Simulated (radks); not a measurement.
Values are calculated unless marked as measured or tabulated.
Task: Level of theory: non-relativistic Kohn-Sham, LDA (Slater exchange, VWN5 correlation), spin-polarised, spherical densities, point nucleus (a radial shooting solver on a logarithmic mesh with Libxc functionals). Response by self-consistent Sternheimer equations with the Hartree and adiabatic LDA kernel. Rank Tc7+, Ru8+, Zr4+, Mo6+, Rb+, Nb5+, Kr, Sr2+ (NIST ground configurations) by static dipole polarisability, largest first.

Result: Kr 18.03, Rb+ 9.511, Sr2+ 5.996, Zr4+ 3.044, Nb5+ 2.326, Mo6+ 1.831, Tc7+ 1.475, Ru8+ 1.210 bohr^3.
